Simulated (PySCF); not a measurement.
# MAl for M along group 14

MP2 with double-zeta basis sets in PySCF, for the lowest determinant that a PBE0 search found; no spin–orbit coupling. De refers to high-spin ground-configuration atoms.

```csv
M,basis,"reference, frozen orbitals",state (unpaired electrons),Re (Å),ωe (cm⁻¹),De (eV)
C,def2-SVPD,"UHF, 6","quartet (σ ↑, π ↑↑)",1.988,638,3.31
Si,x2c-SVPall,"UHF, 10","quartet (σ ↑, π ↑↑)",2.412,394,2.27
Sn,x2c-SVPall,"UHF, 23","quartet (σ ↑, π ↑↑)",2.654,275,2.01
Pb,def2-SVP,"UHF, 9","quartet (σ ↑, π ↑↑)",2.712,253,1.85
```

Question: The row for M = Ge is missing. Estimate Re, ωe and De as the mean of the rows for Si and Sn, and compare with the calculation.

Answer: The means are 2.533 Å, 334 cm⁻¹ and 2.14 eV. UHF-MP2 in x2c-SVPall gives AlGe as a quartet (σ ↑, π ↑↑) with Re = 2.456 Å, ωe = 317 cm⁻¹, De = 2.25 eV, so the estimate is off by +7.7 pm, +5 % and -0.11 eV.

The rows differ in basis set, which adds steps of its own.

Correlated steps freeze the inner cores (6 to 23 orbitals); shallow outer-core shells are correlated. Correlated levels converge slowly with the basis: in double zeta they bind strong bonds too weakly, by up to about 1 eV, and carry superposition errors of some tenths. These are scalar-relativistic numbers at best; spin–orbit coupling would shift them, the dissociation energy most. States were picked by a PBE0 search and need not be the measured ground states.
